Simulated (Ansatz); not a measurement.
Relaxing a trial structure of CH4InN

The starting geometry of this gas-phase singlet was optimised with GFN2-xTB.

```xyz
7

C     0.6238    1.0595   -0.5164
In   -1.0663   -1.9460   -0.0984
N    -0.0382    0.3077    0.2502
H     1.4512    1.6928   -0.2000
H     0.3580    1.0898   -1.5668
H     0.8454   -2.0384    0.8448
H     0.2925    0.2836    1.2123
```

Question: Predict what it relaxes into with PBE0-D3(BJ)/def2-SVP.

Answer: It keeps its bonds. Distances that change by over a tenth: In2–H6 (2.13 → 1.87 Å).

The energy falls by 0.26 eV over 22 steps:

| step | E − E(last) (eV) |
| --- | --- |
| 1 | 0.264 |
| 3 | 0.087 |
| 6 | 0.012 |
| 8 | 0.005 |
| 10 | 0.001 |
| 13 | 0.000 |
| 15 | 0.000 |
| 17 | 0.000 |
| 20 | 0.000 |
| 22 | 0.000 |

Final geometry (Å):

```yaml
atoms:
  - { symbol: C, position_ang: [0.5695, 1.2087, -0.5391] }
  - { symbol: In, position_ang: [-0.6197, -2.0804, -0.4083] }
  - { symbol: N, position_ang: [0.4864, 0.1890, 0.2035] }
  - { symbol: H, position_ang: [1.0496, 2.1546, -0.2371] }
  - { symbol: H, position_ang: [0.1405, 1.1630, -1.5517] }
  - { symbol: H, position_ang: [-0.0682, -2.4973, 1.3308] }
  - { symbol: H, position_ang: [0.9084, 0.3114, 1.1277] }
```

Frequencies at the end are all real (lowest 47 cm⁻¹). Atoms past krypton carry core potentials, without spin–orbit terms. Run with Ansatz 0.2.0, 52 s on 1 thread of Arm Neoverse V2, on a shared host.
